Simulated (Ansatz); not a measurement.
Basis-set extrapolation for `CCO[SiH2]C` (PBE0-D4/def2-TZVP geometry, frozen core, Ansatz). Multiplicity 1, RHF reference.

```
                      def2-TZVPP   def2-QZVPP
                 HF  -483.362771  -483.381690
    MP2 correlation    -0.892562    -0.954455
CCSD(T) correlation    -0.983826      not run
```

Energies in hartree. Use E(X) = E(∞) + A·exp(−7.88·√X) for Hartree–Fock and E(X) = E(∞) + B·X^(−2.97) for correlation, with X = 3 and 4, and add CCSD(T) minus MP2 of the smaller set to the MP2 limit.

**Question.** What is the CCSD(T) energy at the basis-set limit?

**Answer.** HF limit: -483.381690 + (-0.018919) × 0.13774 = -483.38430. MP2 limit: -0.954455 + (-0.061893) × 0.74074 = -1.00030. Higher-order term: -0.983826 − (-0.892562) = -0.09126. Total: -484.47586 hartree, 339.4 kJ/mol below CCSD(T)/def2-TZVPP.
